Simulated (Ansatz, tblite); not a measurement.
Cost and result up the ladder for Si(vinyl)3(NEt2) (C10H19NSi) (31 atoms). Total charge 0; singlet. Geometry: r2SCAN-D4/def2-SVP.

```
atom   x (Å)   y (Å)   z (Å)
 Si1   0.061   0.207  -0.929
  C2  -1.450  -0.231  -1.947
  C3  -2.056   0.617  -2.793
  H4  -1.838  -1.260  -1.896
  H5  -1.719   1.655  -2.910
  H6  -2.916   0.319  -3.407
  C7   0.445   2.033  -1.116
  C8   1.662   2.529  -1.394
  H9  -0.368   2.754  -0.933
 H10   2.523   1.872  -1.571
 H11   1.861   3.607  -1.448
 C12   1.531  -0.778  -1.563
 C13   2.063  -1.813  -0.892
 H14   1.958  -0.530  -2.547
 H15   1.675  -2.108   0.092
 H16   2.899  -2.405  -1.285
 N17  -0.262  -0.185   0.739
 C18   0.713   0.175   1.763
 C19   0.334   1.418   2.567
 C20  -1.450  -0.881   1.209
 C21  -1.261  -2.391   1.352
 H22   1.691   0.344   1.277
 H23   0.871  -0.681   2.450
 H24   0.259   2.295   1.905
 H25  -0.636   1.291   3.073
 H26   1.089   1.632   3.341
 H27  -1.766  -0.455   2.181
 H28  -2.286  -0.680   0.517
 H29  -1.030  -2.850   0.377
 H30  -0.429  -2.627   2.036
 H31  -2.169  -2.872   1.752
```

Ansatz on 2 threads of AMD EPYC 7R13 on a shared host and a share (18 GiB) of an NVIDIA H100 80GB HBM3; xTB runs through tblite on one thread. Times are rough, summed over both states, and most runs start from the orbitals of an earlier one. PBE0-D4/def2-TZVP serves as the yardstick here, not as an exact answer. The other state is a triplet.

The xTB rows come from tblite. Single mean-field runs in def2-TZVP are fitted with def2-universal-jkfit.

xTB has no spin-polarisation term.

```
                            level  functions  vertical triplet (eV)  difference from PBE0-D4/def2-TZVP (eV)
r2SCAN-D4/def2-TZVP (with forces)        492                   3.83                                   -0.19
                PBE0-D4/def2-TZVP        492                   4.01                                    0.00
                         GFN2-xTB         72                   3.65                                   -0.36
   PBE-D4/def2-TZVP (with forces)        492                   3.84                                   -0.18
                         GFN1-xTB         91                   3.72                                   -0.30
```

(1) Estimate how long each takes.

Answers

(1) GFN2-xTB 0.059 s; GFN1-xTB 0.088 s; r2SCAN-D4/def2-TZVP (with forces) 9.2 s; PBE-D4/def2-TZVP (with forces) 14 s; PBE0-D4/def2-TZVP 18 s. On shared hardware such times vary by a factor of up to 3.
